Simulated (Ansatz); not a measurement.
Compare A (`[BH2][GeH]([CH3])[F]`) with its isomer B (`B[CH2][GeH2][F]`).

Gas-phase electronic energies from Ansatz, PBE0-D4/def2-TZVP geometries. CCSD(T)/CBS adds triple-zeta CCSD(T) − MP2 to the extrapolated MP2 energy (def2 sets, frozen cores). DFT in def2-TZVPP. For Ge outer-core shells are correlated without core-valence functions, which leaves a few kJ/mol of doubt a bond. Scalar relativity is left out up to krypton. One conformer a species, not always the lowest.

Task: Which isomer does CCSD(T)/CBS put lower? Give the gap. (An estimate is asked.)

Result: The calculation gave: B, by 7.1 kcal/mol.

Task: Give E(B) − E(A) in kcal/mol with MP2/def2-TZVPP, r2SCAN-D4, B2PLYP, ωB97M-V, PBE0-D4, CCSD/def2-TZVPP, CCSD(T)/def2-TZVPP. (Estimate.)

Result: Ansatz gave: MP2/def2-TZVPP -8.4, r2SCAN-D4 -7.9, B2PLYP -7.6, ωB97M-V -8.2, PBE0-D4 -7.5, CCSD/def2-TZVPP -7.0, CCSD(T)/def2-TZVPP -7.3. None reverses the order clearly.

Largest T1 diagnostic: 0.012.
